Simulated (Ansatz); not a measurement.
C2H5GeN can be A, `C1=[N][GeH2][CH2]1`, or B, `[CH]1=N[CH2][GeH2]1`.

Isolated molecules relaxed with PBE0-D4/def2-TZVP in Ansatz; ΔE leaves out vibrations. CCSD(T)/CBS adds triple-zeta CCSD(T) − MP2 to the extrapolated MP2 energy (def2 sets, frozen cores). DFT in def2-TZVPP. B3LYP here is the variant with VWN-RPA as its local correlation; programs differ in this. For Ge outer-core shells are correlated without core-valence functions, which leaves a few kJ/mol of doubt a bond. Scalar relativity is left out up to krypton.

**Question.** Which is lower in electronic energy at CCSD(T)/CBS, and by how much? (Estimate.)

**Answer.** The calculation gave: A, by 12.7 kcal/mol.

**Question.** Give E(B) − E(A) in kcal/mol with B2PLYP, PBE0-D4, B3LYP-D4, ωB97M-V, CCSD(T)/def2-SVP, CCSD(T)/def2-TZVPP, HF/def2-TZVPP. (Estimate.)

**Answer.** Computed: B2PLYP 12.9, PBE0-D4 12.4, B3LYP-D4 12.1, ωB97M-V 12.9, CCSD(T)/def2-SVP 12.0, CCSD(T)/def2-TZVPP 12.8, HF/def2-TZVPP 14.5. None reverses the order clearly.

**Question.** Does the order hold for the free energy at 298.15 K (harmonic terms from PBE0-D4)? (Best estimate.)

**Answer.** The calculation gave: Yes: G(B) − G(A) = +12.7 kcal/mol.

Largest T1 diagnostic: 0.013.

Leaving LDA and LC-ωPBE aside and taking each functional with its dispersion term where it has one, the values, not all of them listed here, spread over 2.6 kcal/mol, from BLYP-D4 to B97M-V. From BLYP to BHLYP (50 % exact exchange), in def2-TZVPP and without D4, E(B) − E(A) moves by +2.0 kcal/mol.
